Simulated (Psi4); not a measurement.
Psi4 input (wB97X-D/6-311+G**):

```
memory 1500 MB

molecule {
1 1
N     1.37973600   -0.97654500   -0.69456900
Si    1.21244200    0.20317800    0.59596900
Si   -1.14313800    0.49721100    0.53547900
N    -1.39709600   -0.24174900   -1.20644700
H     2.09182500   -0.77988300   -1.38842900
H     1.47039400   -1.94818100   -0.41965000
H     1.64719200   -0.27230900    1.92149300
H     1.86459500    1.45829000    0.18110600
H    -1.97066200   -0.40014800    1.36214100
H    -1.73756900    1.83983400    0.41885900
H    -0.49633400   -0.72742500   -1.41760200
H    -2.16319400   -0.91194100   -1.26559900
H    -1.55498400    0.46438400   -1.92547900
symmetry c1
no_reorient
no_com
}

set {
  basis 6-311+G**
  reference rks
  scf_type df
  df_basis_scf def2-universal-jkfit
  dft_radial_points 99
  dft_spherical_points 590
  e_convergence 1e-8
  d_convergence 1e-7
  maxiter 150
}

e = energy('wb97x-d')
print_out(f'\nFINAL {e:.10f} DIPOLE {variable("CURRENT DIPOLE")[0]:.6f} {variable("CURRENT DIPOLE")[1]:.6f} {variable("CURRENT DIPOLE")[2]:.6f}\n')
```

From the output:

```
     137A      2.840779   138A      2.872369   139A      2.911914
     140A      2.995101   141A      3.858606   142A      3.941522
     143A      4.237156   144A      4.539225   145A      4.547164
     146A      4.624344   147A      5.581191   148A      5.637671
     149A     11.298394   150A     11.334381   151A     11.378881
     152A     11.395257   153A     11.404847   154A     11.434886
     155A     35.466381   156A     35.515654   157A    141.105811
     158A    141.164544

    Final Occupation by Irrep:
              A
    DOCC [    25 ]
    NA   [    25 ]
    NB   [    25 ]

  @DF-RKS Final Energy:  -693.72734500629326

   => Energetics <=

    Nuclear Repulsion Energy =            235.9024816203258013
    One-Electron Energy =               -1417.0429510557180492
    Two-Electron Energy =                 529.3562433136935397
    DFT Exchange-Correlation Energy =     -41.9376866553062797
    Empirical Dispersion Energy =          -0.0054322292881655
    VV10 Nonlocal Energy =                  0.0000000000000000
    Total Energy =                       -693.7273450062932625

Computation Completed

Properties will be evaluated at   0.000000,   0.000000,   0.000000 [a0]

Properties computed using the SCF density matrix

 Multipole Moments:

 ------------------------------------------------------------------------------------
     Multipole            Electronic (a.u.)      Nuclear  (a.u.)        Total (a.u.)
 ------------------------------------------------------------------------------------

 L = 1.  Multiply by 2.5417464519 to convert [e a0] to [Debye]
 Dipole X            :         -0.9219199           -0.0000019           -0.9219218
 Dipole Y            :         -0.4018880            0.0000170           -0.4018710
 Dipole Z            :         -1.1229768           -0.0000000           -1.1229768
 Magnitude           :                                                    1.5074870

 ------------------------------------------------------------------------------------

FINAL -693.7273450063 DIPOLE -0.921922 -0.401871 -1.122977

*** Psi4 exiting successfully. Buy a developer a beer!
```

The dipole moment of an ion depends on the origin.

The geometry given is a B3LYP-D3(BJ)/def2-TZVP minimum.
